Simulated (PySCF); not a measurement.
Compound: C₃H₁₀O₂Si₃.
SMILES with atom numbers: `[CH2:1]=[C:2]1[CH2:3][SiH2:4][O:5][SiH2:6][Si@H:7]1[OH:8]`

Geometry (GFN2-xTB, Å), atoms numbered from 1 in this order:
```
atom  x, y, z in Å
C1     0.8053   -1.9457    1.1323
C2     0.2844   -1.0835    0.2665
C3     1.0999   -0.5300   -0.8635
Si4    1.6302    1.2730   -0.5077
O5     0.3006    2.1279   -0.1394
Si6   -1.3049    1.9075    0.1340
Si7   -1.4708   -0.3612    0.4508
O8    -2.4602   -0.8821   -0.7449
H9     1.8176   -2.3136    1.0441
H10    0.2372   -2.3255    1.9654
H11    1.9782   -1.1523   -1.0426
H12    0.5022   -0.5360   -1.7786
H13    2.1940    1.8987   -1.7019
H14    2.4958    1.3454    0.6677
H15   -1.9566    2.5083   -1.0348
H16   -1.5622    2.7571    1.3012
H17   -1.9784   -0.8713    1.7382
H18   -2.6210   -1.8105   -0.8986
```

Definitions: NICS(0) = −σiso at the ring centroid; NICS(1) = −σiso and NICS(1)zz = −σzz at ±1 Å along the ring normal z. Level: GIAO PBE0/pcSseg-1 (PySCF, non-relativistic, gas phase) on the GFN2-xTB geometry, one conformer.

Ring bond lengths (Å), with Mayer bond orders in brackets: C2–C3 1.499 (1.02), C3–Si4 1.913 (0.86), Si4–O5 1.623 (0.94), O5–Si6 1.643 (0.88), Si6–Si7 2.297 (0.91), Si7–C2 1.907 (0.81).

Task: Give the NICS values of each ring in ppm.

Result: 
| ring | type | NICS(0) | NICS(1), two faces | NICS(1)zz, two faces | rms pucker (Å) | centre to ring atoms, mean (Å) |
| --- | --- | --- | --- | --- | --- | --- |
| C2–C3–Si4–O5–Si6–Si7 | 6-membered ring with O and 3 Si; formal bonds all single | -0.6 | -2.1 / -0.1 | 1.8 / 5.3 | 0.25 | 1.76 |

Task: What can be read from them?

Result: 
- C2–C3–Si4–O5–Si6–Si7: mean NICS(1)zz 3.6 ppm, deshielded. C3, Si4, Si6, Si7 have four or more neighbours, and the NICS criterion for π rings isn't applied. The two faces differ by 3.5 ppm, so no symmetry operation interchanges them.

Task: At the second NICS(1) probe listed for ring C2–C3–Si4–O5–Si6–Si7, 1 Å off the ring, what do the in-plane components average?

Result: The isotropic value is a third of the trace: (3 × -0.1 − (5.3))/2 = -2.8 ppm.

Task: List the ring angles and the Hirshfeld charges of the ring atoms.

Result: 
- C2–C3–Si4–O5–Si6–Si7: C2 115.7° (-0.090 e), C3 111.0° (-0.166 e), Si4 108.2° (+0.405 e), O5 140.1° (-0.310 e), Si6 103.1° (+0.321 e), Si7 107.1° (+0.323 e); sum 685.2° against 720° for a flat convex ring.
